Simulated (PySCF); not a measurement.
Strontium: a sound run and one with changed settings

Sound run: Sr²⁺ [Kr], Sr³⁺ [Ar] 3d10 4s2 4p5. Calculation: PySCF 2.14, in Sapporo-DKH3-DZP-2012; the spin-free X2C one-electron Hamiltonian (Gaussian nucleus). In the sound run the correlated levels freeze [Ar] 3d10 4s2. The sound run starts from symmetry-adapted Hartree-Fock orbitals and uses a fine grid where one is needed.

Changed run: initial guess atom, at most 50 SCF cycles, level shift 0.1 hartree.

| species | method | sound run (hartree) | changed run (hartree) | converged |
| --- | --- | --- | --- | --- |
| Sr²⁺ | UHF | -3176.60020 | -3176.60020 | yes |
| Sr²⁺ | M06-L | -3178.37986 | -3178.37986 | yes |
| Sr²⁺ | PBE0 | -3178.17156 | -3178.17156 | yes |
| Sr²⁺ | MP2 | -3176.71399 | -3176.70776 | yes |
| Sr²⁺ | CCSD(T) | -3176.72361 | -3176.72361 | yes |
| Sr³⁺ | UHF | -3175.05324 | -3175.05324 | yes |
| Sr³⁺ | M06-L | -3176.80354 | -3176.80354 | yes |
| Sr³⁺ | PBE0 | -3176.58631 | -3176.58631 | yes |
| Sr³⁺ | MP2 | -3175.12925 | -3175.12513 | yes |
| Sr³⁺ | CCSD(T) | -3175.13990 | -3175.13990 | yes |

Ionisation energy of Sr²⁺:

```csv
method,sound run (eV),changed run (eV)
UHF,42.095,42.095
M06-L,42.894,42.894
PBE0,43.137,43.137
MP2,43.123,43.066
SCS-MP2,43.065,43.011
CCSD,43.093,43.093
CCSD(T),43.095,43.095
```

A level shift leaves the converged SCF energy unchanged but raises the virtual orbital energies, which shrinks MP2 if it is not removed.

For comparison, NIST gives 42.884 eV between the lowest levels.
